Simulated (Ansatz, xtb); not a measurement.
FGaH6O2Si2: which of two structures lies lower

Structure a is `[F][Ga]([O][SiH3])[O][SiH3]`, a singlet and structure b is a singlet given by its coordinates. Both are isolated molecules in the gas phase, relaxed with PBE0-D4/def2-SVP; the shapes shown needn't be the lowest conformers.

a (Å):

```yaml
atoms:
  - { symbol: F, position_ang: [-0.0830, -1.9933, 2.3357] }
  - { symbol: Ga, position_ang: [-0.0964, -0.2693, 2.1582] }
  - { symbol: O, position_ang: [1.3198, 0.5089, 1.4696] }
  - { symbol: O, position_ang: [-1.5256, 0.6108, 2.6759] }
  - { symbol: Si, position_ang: [1.8500, 2.0371, 1.0854] }
  - { symbol: Si, position_ang: [-2.0856, 2.1752, 2.7303] }
  - { symbol: H, position_ang: [1.3991, 3.0250, 2.1160] }
  - { symbol: H, position_ang: [1.3102, 2.4562, -0.2429] }
  - { symbol: H, position_ang: [3.3391, 2.0232, 1.0365] }
  - { symbol: H, position_ang: [-3.5745, 2.1440, 2.7791] }
  - { symbol: H, position_ang: [-1.5604, 2.8736, 3.9418] }
  - { symbol: H, position_ang: [-1.6476, 2.9332, 1.5158] }
```

b (Å):

```xyz
12

F    -1.0093   -0.5146    0.2565
Ga   -0.9948    3.2989    1.4507
O     0.6042    0.2286    2.1890
O    -0.2160    2.0289    0.4059
Si    0.2187    0.4822    0.5878
Si    0.3487    1.0520    3.5917
H     1.3565    0.0882   -0.2598
H    -0.2023    2.4355    3.2490
H     1.6219    1.2781    4.3242
H    -0.6725    0.3947    4.4487
H    -2.4744    3.0051    1.8530
H    -0.1542    4.6065    1.5646
```

Close contacts (Å): F1–Si5 1.62, Ga2–O4 1.82, O3–Si5 1.67, O3–Si6 1.65, O4–Si5 1.62, Ga2–H8 2.15, Ga2–H11 1.56, Ga2–H12 1.56, Si5–H7 1.47, Si6–H8 1.53, Si6–H9 1.49, Si6–H10 1.49.

Problem. Estimate E(b) − E(a) at the level CCSD(T)/def2-SVP + ΔMP2/def2-TZVPP.

Solution. Calculated at CCSD(T)/def2-SVP + ΔMP2/def2-TZVPP: E(b) − E(a) = −148.6 kJ/mol, so structure b lies lower.

The same difference at several levels:

| level | geometry | E(b) − E(a) (kJ/mol) | departure from the last row (kJ/mol) | job, with rough time for the two |
| --- | --- | --- | --- | --- |
| GFN2-xTB | GFN2-xTB | −74.3 | +74.3 | optimisation, 0.45 s |
| HF/STO-3G | GFN2-xTB | −29.2 | +119.4 | single point, 0.66 s |
| r2SCAN-D4/def2-SVP | GFN2-xTB | −135.4 | +13.2 | single point, 3.3 s |
| PBE0-D4/def2-SVP | PBE0-D4/def2-SVP | −131.9 | +16.7 | optimisation, 79 s |
| HF/def2-SVP | PBE0-D4/def2-SVP | −109.8 | +38.8 | part of the CCSD(T) run |
| MP2/def2-SVP | PBE0-D4/def2-SVP | −105.3 | +43.3 | part of the CCSD(T) run |
| CCSD(T)/def2-SVP | PBE0-D4/def2-SVP | −107.0 | +41.6 | single point |
| CCSD(T)/def2-SVP + ΔMP2/def2-TZVPP | PBE0-D4/def2-SVP | −148.6 |  | single point, 43 s |

None of the levels shown reverses the order. The largest departure from CCSD(T)/def2-SVP + ΔMP2/def2-TZVPP is that of HF/STO-3G, 119.4 kJ/mol. The last row adds to CCSD(T) the change of the MP2 difference between the two basis sets, here −41.6 kJ/mol, a large step that makes the value less sure.

With thermal terms from frequencies at re-optimised GFN2-xTB minima (ideal gas, soft modes damped towards free rotors, one conformer each, 298.15 K, 1 atm): on the last row, ΔE + ΔZPE = −150.4, ΔH = −152.3, ΔG = −148.1 kJ/mol.

The correlated steps freeze 22 core orbitals; the filled d shell of Ga is correlated, in a basis made for valence electrons. Codes used: Ansatz 0.2.0, xtb 6.7.1; the last row on 2 threads of Intel(R) Xeon(R) 6975P-C (Granite Rapids) on a shared host.
